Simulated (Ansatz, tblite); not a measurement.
Clusters of 3 atoms, binary: E(high spin) − E(low spin) (eV) at several levels, gas phase, relaxed structures; Ansatz, xTB through tblite. Each state is relaxed at the level in the geometry column; the other columns are single points. Clusters are the lowest isomers that short searches found in that spin, judged at the geometry's level. Core potentials for Sb, Te in the def2 sets, no spin–orbit coupling. xTB has no spin-polarisation term. Singlets are spin-restricted. The structures are stationary points that may keep the symmetry of their start. Correlated methods freeze inner cores and use unrestricted references for open shells. Remarks come from the PBE and PBE0 runs and from stability tests at other levels; not every state was tested.

```
species              state             geometry  GFN1-xTB  PBE-D4/def2-TZVP  r2SCAN-D4/def2-TZVP  PBE0-D4/def2-TZVP  RPA@PBE/def2-TZVP                              remarks
   PSe2  quartet − doublet     PBE-D4/def2-TZVP      2.14              1.05                 1.03               1.11               1.08                                    –
  Ge2Te  quintet − singlet    PBE0-D4/def2-TZVP      4.18              3.15                 2.92               2.96               3.08                                    –
  Si2Ge  quintet − singlet    PBE0-D4/def2-TZVP      1.95              2.16                 1.95               1.99               2.28               triplet lowest at PBE0
 TeAs2⁺  quartet − doublet     PBE-D4/def2-TZVP      2.25              2.09                 2.02               1.96               2.07                                    –
  CaSi2  quintet − singlet     PBE-D4/def2-TZVP      3.65              2.31                 2.16               2.08               1.94                                    –
   SeS2  triplet − singlet    PBE0-D4/def2-TZVP      0.97              0.61                 0.55               0.50               0.57                                    –
  Ge2Sb  quartet − doublet    PBE0-D4/def2-TZVP      1.10              1.25                 1.17               1.23               1.26                                    –
  Ge2Se  quintet − singlet  r2SCAN-D4/def2-TZVP      3.91              3.62                 3.47               3.50               3.56                                    –
   AlB2  quartet − doublet  r2SCAN-D4/def2-TZVP      1.33              0.48                 0.31               0.22               0.45  spin-contaminated (⟨S²⟩ up to 0.85)
```

Estimate the column for GFN2-xTB.

PSe2 1.45; Ge2Te 4.24; Si2Ge 2.23; TeAs2⁺ 2.22; CaSi2 2.86; SeS2 0.75; Ge2Sb 1.30; Ge2Se 4.36; AlB2 1.41.
